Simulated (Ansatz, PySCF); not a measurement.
C3H4O2Si, SMILES O=C1OC(=C)[SiH2]1. Atoms are numbered in the order given.

```xyz
10

C      0.5812     2.3302     0.0000
C      0.2039     1.0560     0.0000
O      1.1196    -0.0033     0.0000
C      0.3205    -1.1396     0.0000
O      0.7495    -2.2429     0.0000
Si    -1.3070    -0.0702     0.0000
H      1.6386     2.6083     0.0000
H     -0.1682     3.1226     0.0000
H     -2.1489    -0.1147     1.2271
H     -2.1489    -0.1147    -1.2271
```

Coordinates come from a PBE0-D3(BJ)/def2-SVP optimisation. This is a generated structure with no PubChem entry under its InChIKey; it may be hypothetical.

Two levels are set side by side: PBE-D3(BJ)/def2-SVP (Ansatz, a quantum-chemistry and plane-wave program) and PBE0-D3(BJ)/def2-SVP (Ansatz). Each level has its own optimised geometry; the coordinates shown are those of the second. Frequencies come from the Hessian of PySCF at each geometry. Differences are taken from unrounded values.

| quantity | PBE0-D3(BJ) |
|---|---|
| mean bond length (Å) | 1.430 |
| bond C1–C2 (Å) | 1.329 |
| bond C2–O3 (Å) | 1.400 |
| bond C2–Si6 (Å) | 1.884 |
| bond O3–C4 (Å) | 1.389 |
| bond C4–O5 (Å) | 1.184 |
| bond C4–Si6 (Å) | 1.947 |
| bond C1–H7 (Å) | 1.093 |
| bond C1–H8 (Å) | 1.091 |
| bond Si6–H9 (Å) | 1.489 |
| bond Si6–H10 (Å) | 1.489 |
| highest harmonic wavenumber (cm⁻¹) | 3291 |
| mean harmonic wavenumber (cm⁻¹) | 1139 |
| zero-point energy (kcal/mol) | 39.09 |

### Question
What does PBE-D3(BJ) give, and how far is it from PBE0-D3(BJ)? (An estimate is asked for; the answer gives what the named calculation found.)

### Answer

| quantity | PBE-D3(BJ) | PBE-D3(BJ) minus PBE0-D3(BJ) |
|---|---|---|
| mean bond length (Å) | 1.442 | 0.013 |
| bond C1–C2 (Å) | 1.340 | 0.011 |
| bond C2–O3 (Å) | 1.417 | 0.017 |
| bond C2–Si6 (Å) | 1.892 | 0.008 |
| bond O3–C4 (Å) | 1.416 | 0.027 |
| bond C4–O5 (Å) | 1.196 | 0.012 |
| bond C4–Si6 (Å) | 1.961 | 0.014 |
| bond C1–H7 (Å) | 1.101 | 0.008 |
| bond C1–H8 (Å) | 1.099 | 0.008 |
| bond Si6–H9 (Å) | 1.501 | 0.012 |
| bond Si6–H10 (Å) | 1.501 | 0.012 |
| highest harmonic wavenumber (cm⁻¹) | 3197 | -94 |
| mean harmonic wavenumber (cm⁻¹) | 1091 | -48 |
| zero-point energy (kcal/mol) | 37.43 | -1.66 |

GGA bonds tend to be longer and softer than those of functionals with exact exchange. Differences between two approximate levels are no errors against the true value.
